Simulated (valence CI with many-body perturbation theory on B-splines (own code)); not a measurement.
**Energy levels of Pt63+**

Calculated by valence CI with perturbative core correlation (CI+MBPT): five valence electrons over a frozen Dirac-Fock core [Ne], a basis of 9 s, 9 p, 8 d, 6 f, 3 g, 1 h functions for each j, with the one-electron correlation potential Σ1, the two-electron term Σ2, the three-electron term Σ3, Breit, model QED; selected CI, second order for the rest (own B-spline code, finite nucleus).

No measured spectrum was set against this ion. As an estimate, large intervals hold to a few tenths of a per cent, small ones and those within an open d or f shell to about a per cent. Among the levels kept, up to 640 cm⁻¹ of a level comes from second order outside the variational space, and about a tenth of that is noise between levels of different J, which matters for small intervals.

Levels 46 to 52 of 52, with energies above the lowest level, (3s^2 3p1/2^2 3p3/2) J=3/2. "Leading %" is the weight of the configuration and term that name the level; weights of strongly mixed levels are sums over their largest components and can fall short. In the jj column 3d3/2^4 stands for four electrons in 3d with j = 3/2. Lifetimes count E1, E2, E3, M1 and M2 decay at the calculated energies, and are blank where another channel may lead or the interval is too uncertain; long ones can be off by a factor of two.

| No. | Configuration | Term | J | E (eV) | Leading % | Second component | Leading jj | Lifetime |
| --- | --- | --- | --- | --- | --- | --- | --- | --- |
| 46 | 3s²3p3d² | ⁴D° | 3/2 | 1064.2 | 42 | 19 % 3s²3p3d² ²D° | 3s^2 3p1/2 3d3/2 3d5/2 (96 %) | 1.69 ps |
| 47 | 3s²3p3d² | ⁴P° | 1/2 | 1066.9 | 47 | 27 % 3s²3p3d² ⁴D° | 3s^2 3p1/2 3d3/2 3d5/2 (97 %) | 1.88 ps |
| 48 | 3s²3p3d² | ²H° | 9/2 | 1068.0 | 52 | 32 % 3s²3p3d² ²G° | 3s^2 3p1/2 3d3/2 3d5/2 (98 %) | 2.57 ps |
| 49 | 3s3p⁴ | ⁴P | 3/2 | 1086.4 | 70 | 16 % 3s3p⁴ ²D | 3s 3p1/2 3p3/2^3 (87 %) | 578 fs |
| 50 | 3s²3p3d² | ⁴D° | 5/2 | 1102.9 | 24 | 16 % 3s²3p3d² ⁴F° | 3s^2 3p1/2 3d3/2 3d5/2 (81 %) | 129 fs |
| 51 | 3s3p⁴ | ²D | 5/2 | 1106.4 | 62 | 25 % 3s3p⁴ ⁴P | 3s 3p1/2 3p3/2^3 (87 %) | 566 fs |
| 52 | 3s²3p3d² | ²F° | 7/2 | 1106.5 | 41 | 24 % 3s²3p3d² ²G° | 3s^2 3p1/2 3d3/2 3d5/2 (86 %) | 161 fs |
